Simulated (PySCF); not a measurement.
**Dipole response of Re (rhenium, neutral)**

[Xe] 4f14 5d5 6s1 6p1, high-spin 8P determinant (an excited configuration). Calculation: PySCF 2.14, in x2c-TZVPPall with one added diffuse shell each of s, p, d, f type (12s8p8d4f1g, 113 functions); the spin-free X2C one-electron Hamiltonian (Gaussian nucleus). Coupled (time-dependent) response in atomic units; α is the mean over directions.

```csv
method,mean α (bohr³),"α xx, yy, zz",C₆ (like pair),S(−4)
UHF,89.60,"74.25, 120.3, 74.25",1084,4367
```

S(−4) is the Cauchy moment in α(ω) = α(0) + S(−4) ω² + …

Spin-orbit coupling is absent.

α(iu) at UHF:

```tsv
u (hartree)	α(iu) (bohr³)
0	89.60
0.0500	80.35
0.100	63.53
0.200	38.80
0.300	25.89
0.500	14.52
0.750	8.986
1.00	6.333
1.50	3.776
2.00	2.547
3.00	1.394
5.00	0.6022
```

A single London oscillator, α(iu) = α/(1 + u²/ω²), gives C₆ = (3/4) ω α². Matching the computed C₆ needs ω = 4 × 1084 / (3 × 89.60²) = 0.180 hartree.

The components differ because the open shell of this determinant is not spherical; for a pure term their mean is the scalar polarisability.

Spin-orbit coupling, absent here, splits the open shell strongly.
